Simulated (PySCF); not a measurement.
Point-charge models of `C=C1COCC1=C` against its computed dipole.

Coordinates (GFN2-xTB, Å) and charges (e) from the PBE0/pcSseg-1 density (PySCF):

```json
{"atom": "C1", "x": "1.982", "y": "0.310", "z": "-0.281", "Mulliken": "-0.0260", "IAO": "-0.3218", "Hirshfeld": "-0.1020", "ESP-fitted": "-0.5776"}
{"atom": "C2", "x": "0.750", "y": "-0.156", "z": "-0.121", "Mulliken": "-0.4035", "IAO": "-0.0061", "Hirshfeld": "-0.0034", "ESP-fitted": "+0.1214"}
{"atom": "C3", "x": "0.336", "y": "-1.604", "z": "-0.198", "Mulliken": "+0.2187", "IAO": "-0.0651", "Hirshfeld": "-0.0001", "ESP-fitted": "+0.1438"}
{"atom": "O4", "x": "-0.958", "y": "-1.688", "z": "0.366", "Mulliken": "-0.5249", "IAO": "-0.3998", "Hirshfeld": "-0.1576", "ESP-fitted": "-0.4451"}
{"atom": "C5", "x": "-1.579", "y": "-0.425", "z": "0.232", "Mulliken": "+0.2187", "IAO": "-0.0651", "Hirshfeld": "-0.0001", "ESP-fitted": "+0.1454"}
{"atom": "C6", "x": "-0.473", "y": "0.596", "z": "0.153", "Mulliken": "-0.4034", "IAO": "-0.0062", "Hirshfeld": "-0.0034", "ESP-fitted": "+0.0941"}
{"atom": "C7", "x": "-0.612", "y": "1.908", "z": "0.299", "Mulliken": "-0.0266", "IAO": "-0.3217", "Hirshfeld": "-0.1020", "ESP-fitted": "-0.5653"}
{"atom": "H8", "x": "2.199", "y": "1.361", "z": "-0.225", "Mulliken": "+0.1138", "IAO": "+0.1506", "Hirshfeld": "+0.0477", "ESP-fitted": "+0.2212"}
{"atom": "H9", "x": "2.810", "y": "-0.348", "z": "-0.477", "Mulliken": "+0.1071", "IAO": "+0.1526", "Hirshfeld": "+0.0493", "ESP-fitted": "+0.2056"}
{"atom": "H10", "x": "0.995", "y": "-2.272", "z": "0.362", "Mulliken": "+0.1315", "IAO": "+0.1576", "Hirshfeld": "+0.0508", "ESP-fitted": "+0.0752"}
{"atom": "H11", "x": "0.317", "y": "-1.931", "z": "-1.251", "Mulliken": "+0.1210", "IAO": "+0.1321", "Hirshfeld": "+0.0365", "ESP-fitted": "+0.0396"}
{"atom": "H12", "x": "-2.185", "y": "-0.392", "z": "-0.689", "Mulliken": "+0.1210", "IAO": "+0.1321", "Hirshfeld": "+0.0366", "ESP-fitted": "+0.0426"}
{"atom": "H13", "x": "-2.242", "y": "-0.280", "z": "1.088", "Mulliken": "+0.1315", "IAO": "+0.1576", "Hirshfeld": "+0.0507", "ESP-fitted": "+0.0762"}
{"atom": "H14", "x": "-1.571", "y": "2.353", "z": "0.501", "Mulliken": "+0.1072", "IAO": "+0.1526", "Hirshfeld": "+0.0493", "ESP-fitted": "+0.2044"}
{"atom": "H15", "x": "0.225", "y": "2.577", "z": "0.217", "Mulliken": "+0.1139", "IAO": "+0.1505", "Hirshfeld": "+0.0477", "ESP-fitted": "+0.2183"}
```

**Question.** Compute μ = Σ q r for each scheme (1 e·Å = 4.803 D) and compare with the dipole of the full density.

**Answer.** The full density gives (0.56, 1.12, -0.59) D, 1.38 D in size; dipole vectors point from the negative to the positive end.

```json
{"scheme": "Mulliken", "μx": "0.49", "μy": "1.21", "μz": "-1.16", "size (D)": "1.75", "share of the full size (%)": "127", "angle to the full dipole (°)": "17"}
{"scheme": "IAO", "μx": "0.64", "μy": "1.35", "μz": "-0.86", "size (D)": "1.72", "share of the full size (%)": "125", "angle to the full dipole (°)": "5"}
{"scheme": "Hirshfeld", "μx": "0.27", "μy": "0.53", "μz": "-0.27", "size (D)": "0.65", "share of the full size (%)": "47", "angle to the full dipole (°)": "1"}
{"scheme": "ESP-fitted", "μx": "0.52", "μy": "1.09", "μz": "-0.63", "size (D)": "1.36", "share of the full size (%)": "99", "angle to the full dipole (°)": "3"}
```

**Question.** Which set comes closest?

**Answer.** Length of the difference vector: ESP-fitted 0.06 D, IAO 0.37 D, Mulliken 0.58 D, Hirshfeld 0.73 D. Closest: ESP-fitted. The schemes that divide the density aren't constrained to reproduce the dipole.

**Question.** What is left for the Hirshfeld atoms' own dipoles?

**Answer.** The shares of the density sum to the whole, so what Σ q r misses lies in dipoles about the nuclei. The atomic dipoles sum to (0.56, 1.12, -0.59) − (0.27, 0.53, -0.27) = (0.29, 0.59, -0.32) D, 0.73 D in size.

**Question.** With the origin at the mean of the coordinates, (0.000, 0.001, -0.001) Å, which are the largest single terms, by size, of the IAO dipole along the direction of the full one?

**Answer.** O4 +3.67, C7 -1.81, C1 -1.80, H15 +1.51, H8 +1.51 D; all 15 atoms together +1.72 D. The single terms depend on the origin, their sum doesn't.

**Question.** Give the size of the full dipole in other units.

**Answer.** 1.38 D = 0.543 au = 0.287 e·Å = 4.60 × 10⁻³⁰ C·m.

The structure is a single GFN2-xTB conformer in the gas phase; no vibrational or solvent corrections.
